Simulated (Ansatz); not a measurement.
Ideal-gas functions of `[SiH3][O][GaH]` radical at 400 K and 1 bar, from an Ansatz frequency run at PBE0-D4/def2-TZVP.

Molar mass 117.84 g/mol, point group Cs (symmetry number 1), electronic degeneracy 2, moments of inertia 11.089, 248.804, 253.998 u Å². Harmonic wavenumbers (cm⁻¹, unscaled): 45, 95, 130, 471, 537, 725, 734, 955, 957, 984, 1025, 1749, 2196, 2215, 2219.

Use S(trans) = R[1.5 ln M + 2.5 ln T − 1.1517]; rotational temperatures θ = 24.2544 K / I; S(rot) = R[ln(√π/σ · √(T³/θAθBθC)) + 1.5]; for each mode x = 1.438777 ν̃/T, S = R[x/(eˣ − 1) − ln(1 − e⁻ˣ)] and H = RT x/(eˣ − 1); 1 cm⁻¹ = 0.0119627 kJ/mol; R = 8.31446 J/(mol·K).

By hand: the entropy, in J/(mol·K).

Translation 174.4. Rotation: θ = 2.1872, 0.0975, 0.0955 K, giving 108.1. Vibration, mode by mode: 23.46, 17.28, 14.71, 4.86, 4.02, 2.36, 2.30, 1.22, 1.22, 1.12, 1.00, 0.11, 0.03, 0.03, 0.03, in all 73.8. Electronic 5.8. Sum 362.1 J/(mol·K).

By hand: H − E and G − E in kJ/mol, counted from the electronic energy.

Zero-point energy ½ × 15037 × 0.0119627 = 89.9; thermal vibration 13.7; translation, rotation and pV give 4 RT = 13.3. H − E = 116.9 kJ/mol, and G − E = 116.9 − 400 × 362.1/1000 = -27.9 kJ/mol.

Vibration gives 20 % of the entropy, 55.5 J/(mol·K) of it from the modes under 150 cm⁻¹: soft modes count most, and the harmonic formula is weakest for them.
